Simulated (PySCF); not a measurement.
C2H9AlN, charge +1, singlet, geometry from GFN2-xTB (such geometries of metal compounds can be far from the true shape), with bond 7-6 at 2.4 times its length; PySCF with CASSCF(2,4)/6-31G.

PySCF was given this input:
```python
from pyscf import gto, scf, mcscf
import numpy

mol = gto.Mole()
mol.atom = '''
    Al    0.009341    0.346805    0.087516
    C     1.481213    0.987825   -1.044745
    H     2.447377    0.561796   -0.743883
    H     1.591418    2.077571   -1.003231
    H     1.328727    0.721910   -2.099664
    C    -1.448311    0.439855    1.401399
    H    -3.689316   -0.570049    0.447696
    H    -1.666976    1.469858    1.705801
    H    -1.212307   -0.115748    2.318477
    N    -0.038135   -1.667588   -0.416382
    H    -0.706438   -1.857158   -1.166346
    H    -0.316857   -2.262549    0.367333
    H     0.865217   -2.016177   -0.745473
'''
mol.basis = '6-31g'
mol.charge = 1
mol.spin = 0
mol.verbose = 4
mol.build()

mf = scf.RHF(mol)
mf.kernel()
mc = mcscf.CASSCF(mf, 4, 2)
mc.kernel()
occ = numpy.linalg.eigvalsh(mc.fcisolver.make_rdm1(mc.ci, mc.ncas, mc.nelecas))[::-1]
ss = mc.fcisolver.spin_square(mc.ci, mc.ncas, mc.nelecas)[0]
print('natural occupations', occ.round(4), ' <S^2>', round(ss, 4))
```

It wrote (shortened):

```
PySCF version 2.14.0

[INPUT] verbose = 4
[INPUT] num. atoms = 13
[INPUT] num. electrons = 40
[INPUT] charge = 1
[INPUT] spin (= nelec alpha-beta = 2S) = 0
[INPUT] symmetry False subgroup None
[INPUT] Mole.unit = angstrom
[INPUT] Symbol           X                Y                Z      unit          X                Y                Z       unit  Magmom
[...]
nuclear repulsion = 155.432962566124
number of shells = 40
number of NR pGTOs = 148
number of NR cGTOs = 58
basis = 6-31g
ecp = {}

******** <class 'pyscf.scf.hf.RHF'> ********
method = RHF
initial guess = minao
damping factor = 0
level_shift factor = 0
DIIS = <class 'pyscf.scf.diis.CDIIS'>
diis_start_cycle = 1
diis_space = 8
diis_damp = 0
SCF conv_tol = 1e-09
SCF conv_tol_grad = None
SCF max_cycles = 50
direct_scf = True
direct_scf_tol = 1e-13
Set gradient conv threshold to 3.16228e-05
Initial guess from minao.
init E= -376.997532612299
[...]
cycle= 1 E= -376.811209433542  delta_E= 0.186  |g|= 0.322  |ddm|=  2.7
[...]
cycle= 2 E= -376.858090562701  delta_E= -0.0469  |g|= 0.13  |ddm|= 0.612
[...]
cycle= 3 E= -376.86352458263  delta_E= -0.00543  |g|= 0.0757  |ddm|= 0.195
[...]
cycle= 4 E= -376.86568391737  delta_E= -0.00216  |g|= 0.0136  |ddm|= 0.0959
[...]
cycle= 5 E= -376.865794700388  delta_E= -0.000111  |g|= 0.00696  |ddm|= 0.0257
[...]
cycle= 6 E= -376.865835413622  delta_E= -4.07e-05  |g|= 0.0018  |ddm|= 0.0189
[...]
cycle= 7 E= -376.865841070642  delta_E= -5.66e-06  |g|= 0.000674  |ddm|= 0.00731
[...]
cycle= 8 E= -376.865841828337  delta_E= -7.58e-07  |g|= 0.0002  |ddm|= 0.0028
[...]
cycle= 9 E= -376.86584186452  delta_E= -3.62e-08  |g|= 7.98e-05  |ddm|= 0.000402
[...]
cycle= 10 E= -376.865841872894  delta_E= -8.37e-09  |g|= 2.47e-05  |ddm|= 0.000245
[...]
cycle= 11 E= -376.865841873875  delta_E= -9.81e-10  |g|= 6.35e-06  |ddm|= 9.41e-05
[...]
Extra cycle  E= -376.865841873918  delta_E= -4.35e-11  |g|= 3.32e-06  |ddm|= 1.38e-05
converged SCF energy = -376.865841873918

******** <class 'pyscf.mcscf.mc1step.CASSCF'> ********
CAS (1e+1e, 4o), ncore = 19, nvir = 35
max_cycle_macro = 50
max_cycle_micro = 4
conv_tol = 1e-07
conv_tol_grad = None
orbital rotation max_stepsize = 0.02
orbital rotation threshold for CI restart = 0.01
augmented hessian ah_max_cycle = 30
augmented hessian ah_conv_tol = 1e-12
augmented hessian ah_linear dependence = 1e-14
augmented hessian ah_level shift = 1e-08
augmented hessian ah_start_tol = 2.5
augmented hessian ah_start_cycle = 3
[...]
with_dep4 0
natorb = False
canonicalization = True
sorting_mo_energy = False
ao2mo_level = 2
internal_rotation = False
******** <class 'pyscf.fci.direct_spin1.FCISolver'> ********
max. cycles = 50
conv_tol = 1e-08
davidson only = False
linear dependence = 1e-12
level shift = 0.001
max iter space = 12
nroots = 1
pspace_size = 400
spin = None
CASCI E = -376.943911595899  S^2 = 0.0000000
Set conv_tol_grad to 0.000316228
macro iter   1 ( 21 JK    4 micro), CASSCF E = -376.965663162069  dE = -2.17515662e-02  S^2 = 0.0000000
               |grad[o]|=0.0978  |grad[c]|=0.021  |ddm|=0.0766  |maxRot[o]|=0.241
macro iter   2 ( 21 JK    4 micro), CASSCF E = -376.965791208030  dE = -1.28045961e-04  S^2 = 0.0000000
               |grad[o]|=0.0118  |grad[c]|=0.000339  |ddm|=0.00714  |maxRot[o]|=0.288
macro iter   3 ( 21 JK    4 micro), CASSCF E = -376.965841713108  dE = -5.05050778e-05  S^2 = 0.0000000
               |grad[o]|=0.00259  |grad[c]|=0.000722  |ddm|=0.000978  |maxRot[o]|=0.223
macro iter   4 (  9 JK    2 micro), CASSCF E = -376.965846029562  dE = -4.31645418e-06  S^2 = 0.0000000
               |grad[o]|=0.000991  |grad[c]|=0.000283  |ddm|=0.000785  |maxRot[o]|=0.0897
macro iter   5 ( 21 JK    4 micro), CASSCF E = -376.965885179670  dE = -3.91501077e-05  S^2 = 0.0000000
               |grad[o]|=0.00086  |grad[c]|=0.000511  |ddm|=0.00105  |maxRot[o]|=0.281
macro iter   6 ( 21 JK    4 micro), CASSCF E = -376.965901214398  dE = -1.60347284e-05  S^2 = 0.0000000
               |grad[o]|=0.000529  |grad[c]|=0.000352  |ddm|=0.00063  |maxRot[o]|=0.268
macro iter   7 ( 14 JK    3 micro), CASSCF E = -376.965903070290  dE = -1.85589153e-06  S^2 = 0.0000000
               |grad[o]|=0.000662  |grad[c]|=2.63e-05  |ddm|=0.000201  |maxRot[o]|=0.0665
macro iter   8 (  9 JK    2 micro), CASSCF E = -376.965903844887  dE = -7.74596913e-07  S^2 = 0.0000000
               |grad[o]|=0.000164  |grad[c]|=3.15e-05  |ddm|=4.3e-05  |maxRot[o]|=0.0469
macro iter   9 (  6 JK    1 micro), CASSCF E = -376.965903866215  dE = -2.13281623e-08  S^2 = 0.0000000
               |grad[o]|=4.28e-05  |grad[c]|=1.44e-05  |ddm|=2.31e-05  |maxRot[o]|=0.00136
1-step CASSCF converged in   9 macro (143 JK  28 micro) steps
CASSCF canonicalization
Density matrix diagonal elements [1.45601411 0.47361165 0.03723551 0.03313874]
CASSCF energy = -376.965903866215
CASCI E = -376.965903866215  E(CI) = -1.42454047899787  S^2 = 0.0000000
natural occupations [1.4599e+00 5.3980e-01 1.0000e-04 1.0000e-04]  <S^2> 0.0
```
